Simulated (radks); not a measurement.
Values are calculated unless marked as measured or tabulated.
Species: Br4+. Configuration: [Ar] 3d9.5 4s2 4p1.5 (fractional occupations, a model configuration). Level of theory: Dirac Kohn-Sham, PBE, spin-unpolarised, spherical densities, finite nucleus; open shells fill j = l - 1/2 first; Fermi nuclear charge, rms radius 4.1629 fm (a radial shooting solver on a logarithmic mesh with Libxc functionals).

Normalised radial functions P(r) = r R(r) (large component), r in bohr:

r,4s1/2,4p1/2
0.002131,0.0433,0.0014
0.002775,0.0545,0.0022
0.003585,0.0678,0.0033
0.004668,0.0841,0.0050
0.006078,0.1029,0.0078
0.007851,0.1231,0.0119
0.01022,0.1447,0.0186
0.01331,0.1646,0.0287
0.0172,0.1786,0.0434
0.02239,0.1813,0.0653
0.02916,0.1644,0.0960
0.03766,0.1211,0.1350
0.04904,0.0427,0.1830
0.06386,-0.0676,0.2324
0.08249,-0.1876,0.2676
0.1074,-0.2857,0.2679
0.1399,-0.3009,0.2041
0.1807,-0.1891,0.0648
0.2352,0.0547,-0.1428
0.3063,0.3373,-0.3479
0.3957,0.4897,-0.4421
0.5152,0.3751,-0.3388
0.6709,-0.0225,-0.0225
0.8667,-0.5147,0.3897
1.128,-0.8801,0.7506
1.469,-0.9260,0.8863
1.898,-0.6841,0.7513
2.472,-0.3448,0.4533
3.218,-0.1127,0.1863
4.157,-0.0226,0.0495
5.413,-0.0022,0.0069

4s1/2: eigenvalue -69.229 eV, 3 radial nodes at r = 0.0547, 0.223, 0.663 bohr, <r> = 1.48 bohr, 90 % of the charge inside 2.15 bohr. 4p1/2: eigenvalue -54.432 eV, 2 radial nodes at r = 0.197, 0.681 bohr, <r> = 1.64 bohr, 90 % of the charge inside 2.41 bohr.
